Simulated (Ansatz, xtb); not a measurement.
**Two isomers of C5H5BrCl2**

Structure a is `C=C(C)C(Br)=C(Cl)Cl`, a singlet and structure b is `C=C(Cl)/C=C(/Br)CCl`, a singlet. Both are isolated molecules in the gas phase, relaxed with r2SCAN-D4/def2-SVP; the shapes shown needn't be the lowest conformers.

a (Å):

```xyz
13

C    -0.3367   -2.1797    0.1596
C    -0.6597   -1.1725   -0.6691
C    -0.1382   -1.0531   -2.0735
C    -1.5824   -0.1099   -0.2112
C    -1.3396    0.7712    0.7861
Br   -3.2216   -0.0025   -1.1723
Cl   -2.4494    1.9843    1.2994
Cl    0.1642    0.7827    1.6463
H     0.3510   -2.9685   -0.1605
H    -0.7392   -2.2338    1.1747
H    -0.9656   -1.0359   -2.8012
H     0.4184   -0.1090   -2.1988
H     0.5287   -1.8917   -2.3179
```

b (Å):

```xyz
13

C    -1.4692   -0.9651   -2.2285
C    -1.2802    0.1842   -1.5587
C    -1.2023    0.3607   -0.1095
C    -0.5653   -0.4714    0.7434
C     0.2413   -1.6667    0.3804
Br   -0.6760   -0.1354    2.6092
Cl   -1.1539    1.7010   -2.4376
Cl   -0.7073   -3.2015    0.5784
H    -1.5175   -0.9800   -3.3192
H    -1.6088   -1.8984   -1.6758
H    -1.6850    1.2571    0.2931
H     0.5506   -1.6158   -0.6727
H     1.1201   -1.7668    1.0305
```

**Question.** Estimate E(b) − E(a) at the level CCSD(T)/def2-SVP + ΔMP2/def2-TZVPP.

**Answer.** Calculated at CCSD(T)/def2-SVP + ΔMP2/def2-TZVPP: E(b) − E(a) = −4.4 kcal/mol, so structure b lies lower.

The same difference at several levels:

| level | geometry | E(b) − E(a) (kcal/mol) | departure from the last row (kcal/mol) | job, with rough time for the two |
| --- | --- | --- | --- | --- |
| GFN2-xTB | GFN2-xTB | +2.8 | +7.2 | optimisation, 0.35 s |
| HF/STO-3G | GFN2-xTB | −5.2 | −0.8 | single point, 0.74 s |
| r2SCAN-D4/def2-SVP//GFN2-xTB | GFN2-xTB | −4.4 | 0.0 | single point, 5.6 s |
| r2SCAN-D4/def2-SVP | r2SCAN-D4/def2-SVP | −4.2 | +0.2 | optimisation, 76 s |
| HF/def2-SVP | r2SCAN-D4/def2-SVP | −8.0 | −3.7 | part of the CCSD(T) run |
| MP2/def2-SVP | r2SCAN-D4/def2-SVP | −2.1 | +2.3 | part of the CCSD(T) run |
| CCSD(T)/def2-SVP | r2SCAN-D4/def2-SVP | −3.5 | +0.9 | single point |
| CCSD(T)/def2-SVP + ΔMP2/def2-TZVPP | r2SCAN-D4/def2-SVP | −4.4 |  | single point, 2.9 min |

As drawn, both hold the same kinds of bond in the same numbers. Structure a has 1 methyl group, b 0.

GFN2-xTB puts the two in the other order. The largest departure from CCSD(T)/def2-SVP + ΔMP2/def2-TZVPP is that of GFN2-xTB, 7.2 kcal/mol. The last row adds to CCSD(T) the change of the MP2 difference between the two basis sets, here −0.9 kcal/mol.

With thermal terms from frequencies at re-optimised GFN2-xTB minima (ideal gas, soft modes damped towards free rotors, one conformer each, 298.15 K, 1 atm): the zero-point term adds +0.2 kcal/mol; ΔH is −4.5 and ΔG −4.2 kcal/mol.

The correlated steps freeze 24 core orbitals; the filled d shell of Br is correlated, in a basis made for valence electrons. Run with Ansatz 0.2.0, xtb 6.7.1; the last row on 4 threads of Arm Neoverse V1 on a shared host.
